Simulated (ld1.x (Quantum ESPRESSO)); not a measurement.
Plane-wave convergence, ultrasoft potential for Tc

ld1.x (Quantum ESPRESSO) 7.5 input, shortened:

```
&input
   title='Tc', zed=43., rel=1, dft='PBESOL', iswitch=3,
   config='[Kr] 4d6 5s1 5p0'
 /
 &inputp
   pseudotype=3, tm=.true., lloc=-1, rcloc=2.30,
   nlcc=.false.,
   which_augfun='PSQ', rmatch_augfun_nc=.true.
 /
6
4S  1  0   2.00   0.00  1.50  2.05  0.0
5S  2  0   1.00   0.00  1.50  2.05  0.0
4P  2  1   6.00   0.00  1.55  1.75  0.0
5P  3  1   0.00   0.00  1.55  1.75  0.0
4D  3  2   6.00   0.00  1.95  2.40  0.0
4D  3  2   0.00   0.30  1.95  2.40  0.0
 &test
   configts(1)='4s2 4p6 4d6 5s1 5p0'
 /
```

The pseudo-atom Hamiltonian at the reference potential is diagonalised in spherical Bessel functions j_l(qr) that vanish at 20 bohr, with q² up to the cutoff. All-electron valence levels (Ry): 4s -5.1654, 5s -0.3088, 4p -3.1171, 5p -0.0689, 4d -0.3299.

Problem. How do the lowest levels (Ry) of each channel move with the cutoff, and are there ghosts?

Solution.

| cutoff (Ry) | s #1 | s #2 | p #1 | p #2 | p #3 | d #1 | f #1 | f #2 | Σ f·Δε (mRy) |
| --- | --- | --- | --- | --- | --- | --- | --- | --- | --- |
| 8 | -5.1267 | -0.2268 | -2.6260 | -0.0374 | 0.0636 | -0.2017 | 0.1079 | 0.2310 | 3877.3 |
| 12 | -5.1622 | -0.2576 | -2.9707 | -0.0499 | 0.0584 | -0.3082 | 0.1079 | 0.2310 | 1068.1 |
| 15 | -5.1646 | -0.2755 | -3.0673 | -0.0553 | 0.0565 | -0.3241 | 0.1079 | 0.2310 | 370.4 |
| 21 | -5.1650 | -0.3060 | -3.1087 | -0.0602 | 0.0549 | -0.3298 | 0.1079 | 0.2310 | 56.7 |
| 30 | -5.1654 | -0.3087 | -3.1165 | -0.0664 | 0.0529 | -0.3300 | 0.1079 | 0.2310 | 4.9 |
| 40 | -5.1654 | -0.3090 | -3.1168 | -0.0687 | 0.0522 | -0.3301 | 0.1079 | 0.2310 | 2.5 |
| 45 | -5.1654 | -0.3090 | -3.1170 | -0.0688 | 0.0522 | -0.3301 | 0.1079 | 0.2310 | 0.9 |
| 55 | -5.1654 | -0.3090 | -3.1171 | -0.0688 | 0.0522 | -0.3301 | 0.1079 | 0.2310 | 0.5 |
| 400 | -5.1654 | -0.3091 | -3.1172 | -0.0689 | 0.0522 | -0.3301 | 0.1079 | 0.2310 | 0.0 |

Result: no extra level below or beside the all-electron valence levels (s, p, d, f tested); 10 mRy is reached at 30 Ry and 1 mRy at 45 Ry.

Test run stopped at test 1 of 7 (negative rho).
